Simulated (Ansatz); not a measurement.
Single points on the cluster Na₂Cl₂.

```yaml
crystal:
  periodic: [false, false, false]
  atoms:
    - {symbol: Na, position_ang: [0.028003, 2.133037, -0.974326]}
    - {symbol: Na, position_ang: [-0.028209, -2.132573, 0.975368]}
    - {symbol: Cl, position_ang: [1.294221, 0.093832, 0.242549]}
    - {symbol: Cl, position_ang: [-1.294014, -0.094296, -0.243601]}
basis:
  gaussian: {orbitals: def2-TZVP, initial_orbitals: start.molden}
magnetization: {spin_polarized: true, initial_magnetization: 2}
hamiltonian: {xc: {name: LC-wPBE}}
scf: {omitted_lower_state_checks: [starts]}
output: {orbitals: {seedname: orbitals}}
```

The file start.molden holds the orbitals of an earlier run on this structure, at another level or in another basis.

```sh
$ ansatz run in.yaml --threads 4 --pin off --events-out ev --progress --plain --max-ram 3916MiB
```

Output, abridged:

```
Functional definition: LC-wPBE
1066 factors; their error is unknown
390 factors; integrals over basis functions are off by at most 2.7e-5 eV
mean field evaluation 1: about -33868.7496 eV, gradient 8.6e0 eV
mean field evaluation 2: about -33868.8584 eV, gradient 1.9e-1 eV
mean field evaluation 4: about -33868.8514 eV, gradient 4.4e-3 eV
mean field evaluation 8: about -33868.8676 eV, gradient 2.4e-2 eV
mean field -33868.86773908 eV, -1244.6579322680 hartree, gradient 1.3e-5 eV, S^2 2.007826; 0 other end points of the search recorded, 0 dependent functions left out
reference -33868.86773908 eV, -1244.6579322683 hartree; 29, 27 occupied and 109, 111 virtual orbitals, 1066 factors
Total energy: -33868.86773908 eV, -1244.6579322683 hartree
Checks for a lower state left out: starts
```

Hardware: 4 threads of Arm Neoverse V1 on a shared host. Wall time 10 s.

The first input with `hamiltonian: {xc: pbe}`, `correlation: {method: rpa}` and without the key `output` (abridged; 5.5 s):

```
Functional definition: PBE
mean field -33863.58884967 eV, -1244.4639366605 hartree, gradient 1.2e-6 eV, S^2 2.001977
12 core orbitals not correlated: weight in the atoms' cores, before any rotation towards them, 1.000 or more for the frozen orbitals, at most 0.000 for the correlated occupied ones
Total energy: -33848.36478440 eV, -1243.9044625809 hartree
Checks for a lower state left out: starts
```

The first input with `hamiltonian: {xc: hse06, dispersion: d4}` (abridged; 6 s):

```
Functional definition: HSE06
mean field -33865.49724530 eV, -1244.5340689062 hartree, gradient 3.7e-5 eV, S^2 2.004598
Total energy: -33865.57609104 eV, -1244.5369664338 hartree
Checks for a lower state left out: starts
```

As the first input, with `correlation: {method: mp2}` and without the key `hamiltonian` (abridged; 5.5 s):

```
Functional definition: HF
mean field evaluation 16: about -33817.7855 eV, gradient 5.3e-3 eV
mean field -33817.78549694 eV, -1242.7806944944 hartree, gradient 5.6e-6 eV, S^2 2.022885
12 core orbitals not correlated: weight in the atoms' cores, before any rotation towards them, 1.000 or more for the frozen orbitals, at most 0.000 for the correlated occupied ones
second order -19.37733437 eV of doubles, -0.00000000 eV of singles
Total energy: -33837.16283131 eV, -1243.4927983978 hartree
Checks for a lower state left out: starts
```

As the first input, with `hamiltonian: {xc: pbe, dispersion: d4}` (abridged; 3.6 s):

```
Functional definition: PBE
mean field -33863.58885438 eV, -1244.4639368335 hartree, gradient 1.3e-5 eV, S^2 2.001977
Total energy: -33863.68568185 eV, -1244.4674951776 hartree
Checks for a lower state left out: starts
```

The first input with `hamiltonian: {xc: {name: B97M-V}}` (abridged; 14 s):

```
Functional definition: B97M-V
mean field -33871.46641015 eV, -1244.7534316685 hartree, gradient 2.4e-5 eV, S^2 2.003933
Total energy: -33871.46649997 eV, -1244.7534349692 hartree
Checks for a lower state left out: starts
```

The first input with `gaussian: {orbitals: STO-3G}`, `hamiltonian: {xc: hf}` (abridged; 0.4 s):

```
Functional definition: HF
mean field evaluation 16: about -33435.9277 eV, gradient 4.4e-3 eV
mean field -33435.92772646 eV, -1228.7476802617 hartree, gradient 8.7e-6 eV, S^2 2.001345
Total energy: -33435.92772646 eV, -1228.7476802617 hartree
Checks for a lower state left out: starts
```

Geometry: PBE0-D4/def2-TZVP.

LC-ωPBE has ω = 0.4 bohr⁻¹. HSE06 is defined as in plane-wave codes, on full-range PBE exchange. Correlated methods freeze 12 core orbitals; core or outer-core shells of Na are correlated, in sets that lack core-valence functions. At HF/STO-3G the highest occupied level of the charge 0 triplet lies above zero (up to 5.77 eV). In Hartree–Fock with STO-3G the lack of diffuse functions raises the level. In the triplet, Cl3 and Cl4 lie 2.64 Å apart (atoms count from 1), so these atoms are partly bonded to each other. At PBE0-D4/def2-TZVP a singlet of charge 0 lies 4.38 eV below the triplet, each at its own geometry. The structure comes from a short search, and lower isomers may exist.
